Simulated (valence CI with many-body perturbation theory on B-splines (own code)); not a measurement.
F3+: calculated level list

Method: relativistic CI+MBPT: four valence electrons over a frozen Dirac-Fock core [He], a basis of 11 s, 11 p, 10 d, 8 f, 5 g, 2 h functions for each j, with the one-electron correlation potential Σ1 (screened to all orders), the two-electron term Σ2, the three-electron term Σ3, Breit, model QED; selected single and double excitations, second order for the rest, scaled by the run's own slope (own B-spline code, finite nucleus).

Against 48 measured levels this calculation errs by 141 cm⁻¹ on average and by 849 at most. These come from a selection out of Moore, Atomic Energy Levels, vol. I, NSRDS-NBS 35 (1971 reprint of NBS Circular 467, 1949), an old analysis. Levels without a partner in it may be off by more. Among the levels kept, up to 2200 cm⁻¹ of a level comes from second order outside the variational space, and about a tenth of that is noise between levels of different J, which matters for small intervals. 1 measured level below the end of the list, from 492395 cm⁻¹ on, found no clear computed partner, and computed levels of the same name lie up to 459 cm⁻¹ from them.

Levels 91 to 135 of 214, with energies above the lowest level, 2s2.2p2 3P_0. "Leading %" is the weight of the configuration and term that name the level; weights of strongly mixed levels are sums over their largest components and can fall short. In the jj column 3d3/2^4 stands for four electrons in 3d with j = 3/2. Lifetimes count E1, E2, E3, M1 and M2 decay at the calculated energies, and are blank where another channel may lead or the interval is too uncertain; long ones can be off by a factor of two.

| No. | Configuration | Term | J | E (cm⁻¹) | Leading % | g | Lifetime | Leading jj |
| --- | --- | --- | --- | --- | --- | --- | --- | --- |
| 91 | 2s.2p2.3d | 5D | 1 | 581269 | 98 | 1.505 | 1.75 ns | 2s 2p1/2 2p3/2 3d3/2 (57 %) |
| 92 | 2s.2p2.3d | 5D | 2 | 581295 | 97 | 1.504 | 982 ps | 2s 2p1/2 2p3/2 3d3/2 (27 %) |
| 93 | 2s.2p2.3d | 5D | 3 | 581339 | 96 | 1.503 | 741 ps | 2s 2p1/2 2p3/2 3d5/2 (24 %) |
| 94 | 2s.2p2.3d | 5D | 4 | 581438 | 98 | 1.501 | 3.57 ns | 2s 2p1/2 2p3/2 3d5/2 (51 %) |
| 95 | 2s2.2p.4p | 1S | 0 | 582386 | 91 |  | 999 ps | 2s^2 2p3/2 4p3/2 (66 %) |
| 96 | 2s.2p2.3d | 5P | 3 | 582994 | 95 | 1.665 | 15.9 ps | 2s 2p1/2 2p3/2 3d5/2 (46 %) |
| 97 | 2s.2p2.3d | 5P | 2 | 583151 | 96 | 1.831 | 15.8 ps | 2s 2p3/2^2 3d3/2 (30 %) |
| 98 | 2s.2p2.3d | 5P | 1 | 583237 | 96 | 2.498 | 15.6 ps | 2s 2p3/2^2 3d3/2 (51 %) |
| 99 | 2s.2p2.3d | 3P | 2 | 585024 | 96 | 1.500 | 44.1 ps | 2s 2p1/2 2p3/2 3d5/2 (28 %) |
| 100 | 2s.2p2.3d | 3P | 1 | 585238 | 96 | 1.501 | 44.1 ps | 2s 2p3/2^2 3d5/2 (43 %) |
| 101 | 2s.2p2.3d | 3P | 0 | 585345 | 96 |  | 44.1 ps | 2s 2p3/2^2 3d5/2 (62 %) |
| 102 | 2s.2p2.3s | 1D | 2 | 585414 | 69 | 1.000 | 212 ps | 2s 2p1/2 2p3/2 3s (46 %) |
| 103 | 2s2.2p.4d | 3F° | 2 | 586532 | 64 | 0.772 | 192 ps | 2s^2 2p1/2 4d3/2 (89 %) |
| 104 | 2s2.2p.4d | 3F° | 3 | 586899 | 93 | 1.086 | 539 ps | 2s^2 2p1/2 4d5/2 (52 %) |
| 105 | 2s2.2p.4d | 1D° | 2 | 587023 | 63 | 0.901 | 103 ps | 2s^2 2p3/2 4d5/2 (38 %) |
| 106 | 2s2.2p.4d | 3F° | 4 | 587270 | 94 | 1.250 | 653 ps | 2s^2 2p3/2 4d5/2 (94 %) |
| 107 | 2s.2p2.3d | 3F | 2 | 587900 | 97 | 0.666 | 38.9 ps | 2s 2p1/2 2p3/2 3d5/2 (46 %) |
| 108 | 2s.2p2.3d | 3F | 3 | 588094 | 97 | 1.084 | 38.8 ps | 2s 2p1/2 2p3/2 3d5/2 (40 %) |
| 109 | 2s.2p2.3d | 3F | 4 | 588344 | 97 | 1.250 | 38.7 ps | 2s 2p3/2^2 3d3/2 (35 %) |
| 110 | 2s2.2p.4d | 3D° | 1 | 588986 | 89 | 0.548 | 42.5 ps | 2s^2 2p1/2 4d3/2 (64 %) |
| 111 | 2s2.2p.4d | 3D° | 2 | 589094 | 82 | 1.201 | 44.2 ps | 2s^2 2p1/2 4d5/2 (52 %) |
| 112 | 2s2.2p.4d | 3D° | 3 | 589293 | 93 | 1.330 | 42.0 ps | 2s^2 2p3/2 4d5/2 (64 %) |
| 113 | 2s2.2p.4d | 3P° | 2 | 589935 | 82 | 1.459 | 65.7 ps | 2s^2 2p3/2 4d5/2 (51 %) |
| 114 | 2s2.2p.4d | 3P° | 1 | 590074 | 89 | 1.453 | 68.8 ps | 2s^2 2p3/2 4d3/2 (69 %) |
| 115 | 2s2.2p.4d | 3P° | 0 | 590146 | 94 |  | 71.0 ps | 2s^2 2p3/2 4d3/2 (94 %) |
| 116 | 2s2.2p.4f | 1F | 3 | 591956 | 66 | 1.035 | 255 ps | 2s^2 2p1/2 4f7/2 (51 %) |
| 117 | 2s2.2p.4f | 3F | 2 | 592015 | 87 | 0.694 | 264 ps | 2s^2 2p1/2 4f5/2 (66 %) |
| 118 | 2s2.2p.4f | 3F | 3 | 592074 | 61 | 1.020 | 262 ps | 2s^2 2p1/2 4f5/2 (48 %) |
| 119 | 2s2.2p.4f | 3F | 4 | 592102 | 80 | 1.219 | 267 ps | 2s^2 2p1/2 4f7/2 (59 %) |
| 120 | 2s2.2p.4d | 1F° | 3 | 592177 | 92 | 1.002 | 31.8 ps | 2s^2 2p3/2 4d3/2 (39 %) |
| 121 | 2s2.2p.4d | 1P° | 1 | 592601 | 92 | 0.999 | 55.0 ps | 2s^2 2p3/2 4d5/2 (64 %) |
| 122 | 2s2.2p.4f | 3G | 3 | 592915 | 78 | 0.798 | 260 ps | 2s^2 2p3/2 4f5/2 (57 %) |
| 123 | 2s2.2p.4f | 3G | 4 | 592981 | 68 | 1.072 | 265 ps | 2s^2 2p3/2 4f7/2 (44 %) |
| 124 | 2s2.2p.4f | 3G | 5 | 593300 | 94 | 1.200 | 262 ps | 2s^2 2p3/2 4f7/2 (94 %) |
| 125 | 2s2.2p.4f | 3D | 3 | 593379 | 86 | 1.314 | 216 ps | 2s^2 2p3/2 4f7/2 (60 %) |
| 126 | 2s2.2p.4f | 3D | 2 | 593461 | 57 | 1.081 | 235 ps | 2s^2 2p3/2 4f5/2 (67 %) |
| 127 | 2s2.2p.4f | 1G | 4 | 593549 | 77 | 1.010 | 285 ps | 2s^2 2p3/2 4f5/2 (74 %) |
| 128 | 2s2.2p.4f | 3D | 1 | 593696 | 92 | 0.499 | 203 ps | 2s^2 2p3/2 4f5/2 (92 %) |
| 129 | 2s2.2p.4f | 1D | 2 | 593776 | 60 | 1.059 | 241 ps | 2s^2 2p3/2 4f7/2 (90 %) |
| 130 | 2s.2p2.3d | 3D | 1 | 595206 | 95 | 0.499 | 37.1 ps | 2s 2p1/2 2p3/2 3d5/2 (60 %) |
| 131 | 2s.2p2.3d | 3D | 2 | 595274 | 95 | 1.167 | 36.9 ps | 2s 2p3/2^2 3d5/2 (32 %) |
| 132 | 2s.2p2.3d | 3D | 3 | 595362 | 95 | 1.334 | 36.6 ps | 2s 2p1/2 2p3/2 3d3/2 (34 %) |
| 133 | 2s.2p2.3p | 3F° | 2 | 608247 | 97 | 0.667 | 1.12 ns | 2s 2p1/2 2p3/2 3p1/2 (53 %) |
| 134 | 2s.2p2.3p | 3F° | 3 | 608271 | 97 | 1.083 | 1.17 ns | 2s 2p1/2 2p3/2 3p3/2 (35 %) |
| 135 | 2s.2p2.3p | 3F° | 4 | 608306 | 97 | 1.250 | 1.19 ns | 2s 2p1/2 2p3/2 3p3/2 (64 %) |

Names give the largest LS component (configuration and term), which can be under half, so a name can repeat, a term be missing and a line seem to break the LS rules; names also repeat where a configuration has a term twice.

Where two levels of one J and parity lie close, their mixing, g and order are uncertain.
